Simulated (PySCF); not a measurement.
Record of a relaxation.

Species: C₂H₁₀OSi₂.
SMILES with atom numbers: `[CH3:1][SiH2:2][O:3][CH2:4][SiH3:5]` (hydrogens: H6, H7, H8 on C1; H9, H10 on Si2; H11, H12 on C4; H13, H14, H15 on Si5)

Method: PySCF 2.14.0, PBE0-D3(BJ)/def2-SVP geometry optimisation, gas phase; density fitting, grid level 1; the optimiser is geomeTRIC in internal coordinates, started from a GFN2-xTB structure with every atom displaced at random (about 0.01 Å). The frame can shift and turn from step to step; on so coarse a grid that alone can change the energy by a few meV, and forces under 0.02 eV/Å are noise.

Step 0: E = -20020.2252 eV, largest atomic force 3.090 eV/Å
```
atom  x, y, z in Å  |  force x, y, z in eV/Å
C1     -2.461   -0.999   -0.061   -1.116   2.003  -0.254
Si2    -1.476    0.604    0.127   -1.542  -0.677   0.464
O3      0.039    0.081    0.001    3.082  -0.173  -0.146
C4      1.277    0.850    0.077   -1.889  -0.804   0.311
Si5     2.664   -0.406   -0.147   -0.499   0.677   0.199
H6     -3.542   -0.736   -0.004    0.294  -0.258  -0.005
H7     -2.242   -1.697    0.712    0.356  -0.813   0.926
H8     -2.288   -1.444   -1.030    0.219  -0.306  -0.616
H9     -1.701    1.263    1.447   -0.104   0.062   0.138
H10    -1.771    1.588   -0.913   -0.263   0.467  -0.524
H11     1.273    1.372    1.048    0.403   0.041   0.102
H12     1.236    1.617   -0.692    0.289   0.453  -0.473
H13     2.550   -1.374    0.930    0.047  -0.557   0.546
H14     3.924    0.325   -0.065    0.729   0.204  -0.010
H15     2.504   -1.062   -1.436   -0.006  -0.321  -0.658
```

Step 1: E = -20020.4862 eV, largest atomic force 0.821 eV/Å
```
atom  x, y, z in Å  |  force x, y, z in eV/Å
C1     -2.580   -0.962   -0.058   -0.058   0.323   0.035
Si2    -1.469    0.533    0.119   -0.054  -0.181   0.085
O3      0.107    0.005   -0.014    0.253  -0.022  -0.038
C4      1.267    0.829    0.074   -0.794  -0.210  -0.007
Si5     2.729   -0.353   -0.135   -0.107   0.215   0.074
H6     -3.637   -0.651    0.014    0.062  -0.017   0.024
H7     -2.382   -1.696    0.736    0.034  -0.063  -0.034
H8     -2.438   -1.428   -1.042    0.059  -0.110  -0.021
H9     -1.661    1.194    1.451   -0.017   0.029   0.009
H10    -1.752    1.540   -0.945   -0.034   0.096  -0.079
H11     1.277    1.349    1.050    0.218   0.060  -0.003
H12     1.230    1.608   -0.711    0.197   0.058   0.000
H13     2.668   -1.356    0.956    0.040  -0.144   0.114
H14     4.010    0.400   -0.052    0.169   0.041  -0.015
H15     2.615   -1.030   -1.450    0.030  -0.074  -0.145
```

Step 2: E = -20020.5064 eV, largest atomic force 0.367 eV/Å
```
atom  x, y, z in Å  |  force x, y, z in eV/Å
C1     -2.590   -0.952   -0.057   -0.035   0.091  -0.017
Si2    -1.476    0.530    0.118   -0.069   0.023   0.025
O3      0.096   -0.012   -0.017    0.218   0.080  -0.005
C4      1.247    0.814    0.074   -0.316  -0.186  -0.015
Si5     2.733   -0.345   -0.131    0.004   0.053   0.027
H6     -3.645   -0.641    0.018    0.004  -0.015   0.010
H7     -2.390   -1.690    0.734    0.015  -0.029  -0.012
H8     -2.446   -1.431   -1.037    0.019  -0.037   0.014
H9     -1.667    1.197    1.448    0.005   0.010  -0.012
H10    -1.758    1.543   -0.951    0.008   0.009   0.006
H11     1.286    1.338    1.049    0.046   0.013   0.010
H12     1.239    1.598   -0.708    0.053   0.012  -0.011
H13     2.699   -1.366    0.958    0.022  -0.014  -0.005
H14     4.015    0.423   -0.048    0.003  -0.002  -0.007
H15     2.642   -1.024   -1.456    0.025  -0.008  -0.008
```

Step 3: E = -20020.5118 eV, largest atomic force 0.069 eV/Å
```
atom  x, y, z in Å  |  force x, y, z in eV/Å
C1     -2.609   -0.942   -0.056   -0.011  -0.015  -0.014
Si2    -1.480    0.528    0.115   -0.044   0.052  -0.005
O3      0.087   -0.034   -0.023    0.014   0.002  -0.006
C4      1.229    0.788    0.073    0.034  -0.051   0.004
Si5     2.745   -0.337   -0.127    0.025  -0.009  -0.003
H6     -3.661   -0.626    0.023   -0.008  -0.009   0.000
H7     -2.409   -1.682    0.733    0.004   0.002   0.005
H8     -2.466   -1.430   -1.032    0.000   0.007   0.007
H9     -1.658    1.203    1.442    0.009  -0.002  -0.003
H10    -1.748    1.547   -0.954    0.013  -0.015   0.015
H11     1.277    1.313    1.047   -0.007   0.006   0.011
H12     1.235    1.576   -0.706   -0.001   0.006  -0.013
H13     2.744   -1.369    0.954    0.002   0.015  -0.021
H14     4.008    0.463   -0.038   -0.035   0.005   0.002
H15     2.689   -1.015   -1.458    0.007   0.007   0.020
```

Step 4: E = -20020.5129 eV, largest atomic force 0.064 eV/Å
```
atom  x, y, z in Å  |  force x, y, z in eV/Å
C1     -2.621   -0.936   -0.055   -0.001  -0.022  -0.003
Si2    -1.482    0.526    0.112   -0.009   0.029  -0.003
O3      0.082   -0.047   -0.027   -0.019  -0.011  -0.006
C4      1.224    0.772    0.072    0.064  -0.001   0.009
Si5     2.754   -0.333   -0.126    0.005  -0.015  -0.007
H6     -3.672   -0.619    0.025   -0.004  -0.004  -0.002
H7     -2.421   -1.677    0.735    0.001   0.008   0.005
H8     -2.481   -1.428   -1.030   -0.003   0.010  -0.001
H9     -1.650    1.204    1.439    0.003  -0.004   0.002
H10    -1.741    1.546   -0.956    0.004  -0.008   0.004
H11     1.271    1.298    1.047   -0.012  -0.001   0.001
H12     1.233    1.563   -0.706   -0.010  -0.002  -0.005
H13     2.769   -1.369    0.950   -0.001   0.006  -0.009
H14     4.000    0.491   -0.028   -0.020   0.010   0.004
H15     2.719   -1.008   -1.458    0.002   0.003   0.010
```

Step 5: E = -20020.5134 eV, largest atomic force 0.031 eV/Å
```
atom  x, y, z in Å  |  force x, y, z in eV/Å
C1     -2.628   -0.933   -0.055    0.001  -0.011   0.002
Si2    -1.483    0.525    0.109    0.009   0.003   0.002
O3      0.079   -0.057   -0.032   -0.022  -0.012  -0.005
C4      1.222    0.761    0.071    0.025   0.017   0.007
Si5     2.760   -0.332   -0.125   -0.004  -0.005  -0.003
H6     -3.679   -0.614    0.027    0.000   0.000  -0.002
H7     -2.428   -1.672    0.736    0.000   0.004   0.001
H8     -2.491   -1.426   -1.029   -0.002   0.004  -0.003
H9     -1.644    1.204    1.435    0.000  -0.001   0.001
H10    -1.736    1.546   -0.960   -0.001  -0.001  -0.002
H11     1.264    1.285    1.047   -0.001  -0.001  -0.002
H12     1.231    1.554   -0.705   -0.003  -0.003   0.001
H13     2.784   -1.371    0.947   -0.001  -0.001   0.000
H14     3.991    0.513   -0.017   -0.001   0.005   0.003
H15     2.742   -1.002   -1.459    0.000   0.000   0.001
```

Step 6: E = -20020.5134 eV, largest atomic force under 0.02 eV/Å
```
atom  x, y, z in Å  |  force x, y, z in eV/Å
C1     -2.629   -0.933   -0.055    0.001  -0.002   0.001
Si2    -1.483    0.525    0.107    0.005  -0.002   0.002
O3      0.079   -0.058   -0.034   -0.005  -0.002  -0.004
C4      1.222    0.760    0.071    0.002   0.006   0.004
Si5     2.761   -0.331   -0.124   -0.002  -0.001  -0.001
H6     -3.679   -0.614    0.028    0.000   0.001  -0.001
H7     -2.428   -1.672    0.736    0.000   0.001  -0.001
H8     -2.492   -1.426   -1.030   -0.001   0.001  -0.001
H9     -1.643    1.204    1.434    0.000   0.000   0.000
H10    -1.737    1.545   -0.962   -0.001   0.000  -0.002
H11     1.262    1.283    1.048    0.000   0.000  -0.001
H12     1.231    1.553   -0.704   -0.001  -0.002   0.000
H13     2.785   -1.372    0.947    0.000  -0.001   0.001
H14     3.989    0.517   -0.012    0.001   0.001   0.002
H15     2.747   -0.999   -1.459    0.000   0.000  -0.001
```

Problem. Summarise the path.

Solution. The energy falls by 0.2882 eV from step 0 to step 6; nine tenths of that is first reached at step 1. It falls at every step. The largest force goes from 3.090 to under 0.02 eV/Å. Among the bonds Si2–O3 changes most, from 1.607 to 1.673 Å; the atoms move by 0.161 Å rms after alignment.

The cost below is that of the whole optimisation. On Arm Neoverse V1, one thread, no GPU, shared host with 32 logical CPUs at a one-minute load of 27, this took 48 s of wall time and 0.49 GiB of memory at its peak.
